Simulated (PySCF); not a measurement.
A side-by-side comparison of computed properties.

First species: C8H9F.
Atom-mapped SMILES: `[CH:1]#[C:2][C@@H:3]1[C:4]([CH2:5][F:6])=[CH:7][C@@H:8]1[CH3:9]` (hydrogens: H10 on C1; H11 on C3; H12, H13 on C5; H14 on C7; H15 on C8; H16, H17, H18 on C9)

Second species: C5H14SSi.
InChI=1S/C5H14SSi/c1-4-6-7(3)5-2/h7H,4-5H2,1-3H3/t7-/m1/s1

Levels: PBE0/pcSseg-1 for dipole moment, HOMO energy, LUMO energy and HOMO–LUMO gap; GFN2-xTB for rotational constant A and rotational constant C. Geometries: GFN2-xTB. All species are isolated and taken at one optimised geometry, non-relativistic unless stated. Electronic properties by PySCF.

The conformers computed, where there is a choice (atom-mapped SMILES and torsion angles):
- `[CH:1]#[C:2][C@@H:3]1[C:4]([CH2:5][F:6])=[CH:7][C@@H:8]1[CH3:9]`: C3–C4–C5–F6 64°
- `[CH3:1][CH2:2][S:3][Si@H:4]([CH3:5])[CH2:6][CH3:7]`: C1–C2–S3–Si4 -70°, C2–S3–Si4–C5 -146°, S3–Si4–C6–C7 178°

Task: Which has the higher LUMO energy?

Result: The second: 0.65 eV against -0.24 eV, a difference of 0.89 eV.

Task: Which of the two has the higher dipole moment, and by how much?

Result: The first: 2.05 D against 1.64 D, a difference of 0.41 D.

Task: Which of the two has the higher HOMO energy, and by how much?

Result: The second: -6.53 eV against -7.54 eV, a difference of 1.01 eV.

Task: Which of the two has the higher rotational constant C, and by how much?

Result: The first: 0.907 GHz against 0.814 GHz, a difference of 0.093 GHz.

Task: Which of the two has the higher rotational constant A, and by how much?

Result: The first: 2.367 GHz against 2.343 GHz, a difference of 0.024 GHz.

Task: Which has the higher HOMO–LUMO gap?

Result: The first: 7.30 eV against 7.18 eV, a difference of 0.12 eV.

On the first: The dipole matches unit charges of opposite sign 0.43 Å apart (1 e·Å = 4.8032 D). A dipole of 2.05 D is allowed in C1, and pure rotational transitions are dipole-allowed.

On the second: The dipole matches unit charges of opposite sign 0.34 Å apart (1 e·Å = 4.8032 D).
